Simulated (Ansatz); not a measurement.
Reaction (silylene formation by 1,1-elimination): `O[Si](O)(Cl)[SiH](F)Cl` → `O[Si](O)(F)Cl` + `[SiH]Cl`

Isolated molecules relaxed with PBE0-D4/def2-TZVP in Ansatz; ΔE leaves out vibrations. CCSD(T)/CBS adds triple-zeta CCSD(T) − MP2 to the extrapolated MP2 energy (def2 sets, frozen cores). This one scheme is used for every species. Functionals use def2-TZVPP. One conformer a species, not always the lowest.

CCSD(T)/CBS gives +1.74 eV.

(1) Another level gave +1.65 eV. Which?
A. r2SCAN-D4/def2-TZVPP
B. CCSD(T)/def2-TZVPP
C. PBE0/def2-TZVPP
D. HF/def2-TZVPP

Largest T1 diagnostic among the species: 0.013.

## Answers

(1) B. CCSD(T)/def2-TZVPP 1.65, HF/def2-TZVPP 1.47, r2SCAN-D4 1.93, PBE0 1.80 eV.

The D4 term adds +0.21 eV with B3LYP and +0.12 eV with PBE0; it sums over pairs of atoms, weighted by their polarisabilities, and B3LYP, whose exchange is more repulsive, gets the larger term. In def2-TZVPP, CCSD(T) changes the Hartree–Fock value by +0.18 eV (the triples alone add +0.05 eV) and MP2 by +0.34 eV. From PBE to PBE0 (25 % exact exchange), in def2-TZVPP and without D4, ΔE moves by +0.06 eV.

B3LYP here is the variant with VWN-RPA as its local correlation; programs differ in this.
